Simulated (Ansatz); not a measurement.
AgH6NSi2, SMILES `[SiH3][N]([SiH3])[Ag]`. The species carries charge 0 and has multiplicity 1. Ag: def2 effective core potential. The structure was optimised at the PBE0-D4/def2-TZVP level.

```xyz
10

Si    0.291   -1.500    0.265
N    -0.135    0.134    0.495
Si   -0.111    1.412   -0.632
Ag   -1.063    0.556    2.279
H     1.098   -2.024    1.409
H    -0.885   -2.418    0.154
H     1.096   -1.651   -0.983
H     0.450    2.661   -0.034
H     0.725    1.042   -1.812
H    -1.466    1.789   -1.142
```

What is the dipole moment at r2SCAN/def2-TZVPP? (Estimate.)

The calculation gave: 4.75 D, with components (-2.01, 1.01, 4.18) D in this frame, pointing from negative to positive charge.

And with PBE, B3LYP, ωB97M-V? (Estimate.)

Ansatz gave: PBE 4.35 D, B3LYP 4.81 D, ωB97M-V 5.60 D.

Give the Mulliken charges with r2SCAN, ωB97M-V, PBE in def2-TZVPP. (Estimate.)

Computed: 
```
atom  r2SCAN  ωB97M-V    PBE
 Si1    0.41     0.27   0.30
  N2   -0.57    -0.59  -0.41
 Si3    0.41     0.27   0.30
 Ag4    0.35     0.41   0.27
  H5   -0.10    -0.07  -0.08
  H6   -0.10    -0.07  -0.08
  H7   -0.09    -0.05  -0.07
  H8   -0.10    -0.07  -0.08
  H9   -0.09    -0.05  -0.07
 H10   -0.10    -0.07  -0.08
```

B3LYP here is the variant with VWN-RPA as its local correlation; programs differ in this.
